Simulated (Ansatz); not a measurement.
Calculated with Ansatz (gas phase, PBE0-D4/def2-TZVP geometries, no zero-point term in ΔE). CCSD(T)/CBS adds triple-zeta CCSD(T) − MP2 to the extrapolated MP2 energy (def2 sets, frozen cores). DFT in def2-TZVPP. B3LYP here is the variant with VWN-RPA as its local correlation; programs differ in this. For Ge outer-core shells are correlated without core-valence functions, which leaves a few kJ/mol of doubt a bond. Scalar relativity is left out up to krypton.

Consider the silylene formation by 1,1-elimination: `C[SiH](Cl)[GeH3]` → `C[Si]Cl` + GeH₄.

`C[SiH](Cl)[GeH3]`:

Cartesian coordinates in Å:
```
C 0.927 -1.420 -0.463
Si 0.742 0.367 0.028
Cl 1.681 0.662 1.850
Ge -1.533 1.019 0.270
H 0.447 -2.076 0.266
H 1.983 -1.691 -0.529
H 0.464 -1.590 -1.438
H 1.431 1.249 -0.950
H -2.283 0.847 -1.064
H -2.224 0.143 1.328
H -1.636 2.490 0.701
```

`C[Si]Cl`:

Z-matrix (Å, degrees):
```
C
Si 1 1.887
H 1 1.093 2 111.6
H 1 1.096 2 110.2 3 121.2
H 1 1.096 2 110.2 3 -121.3
Cl 2 2.093 1 98.3 3 179.9
```

GeH₄:

Cartesian coordinates in Å:
```
Ge 0.000 0.000 0.000
H -1.079 0.347 1.034
H 1.254 0.841 0.268
H -0.526 0.301 -1.409
H 0.351 -1.490 0.107
```

```csv
level,ΔE (eV),difference from CCSD(T)/CBS
B3LYP-D4,2.04,-0.09
r2SCAN0-D4,2.32,0.19
B2PLYP,2.01,-0.12
PBE,2.02,-0.11
r2SCAN,2.24,0.11
CAM-B3LYP,2.00,-0.13
RPA@PBE/def2-TZVPP,1.91,-0.22
HF/def2-SVP,1.89,-0.24
SCS-MP2/def2-TZVPP,2.11,-0.02
CCSD(T)/def2-TZVPP,2.07,-0.06
CCSD(T)/CBS,2.13,0
```

(1) What do rigid-rotor, harmonic-oscillator terms from PBE0-D4/def2-TZVP frequencies (298.15 K, 1 bar) make of the CCSD(T)/CBS value? (Estimate.)

Largest T1 diagnostic among the species: 0.012.

Results:

(1) Ansatz gave: ΔZPE = -0.12 eV, ΔH = +2.04 eV, ΔS = 141 J/(mol·K), ΔG = +1.61 eV.

At CCSD(T), def2-SVP lies −0.22 eV from the extrapolated value and def2-TZVPP −0.06 eV. From BLYP to BHLYP (50 % exact exchange), in def2-TZVPP and without D4, ΔE moves by +0.32 eV. The D4 term adds +0.16 eV with B3LYP and +0.09 eV with PBE0; it sums over pairs of atoms, weighted by their polarisabilities, and B3LYP, whose exchange is more repulsive, gets the larger term.
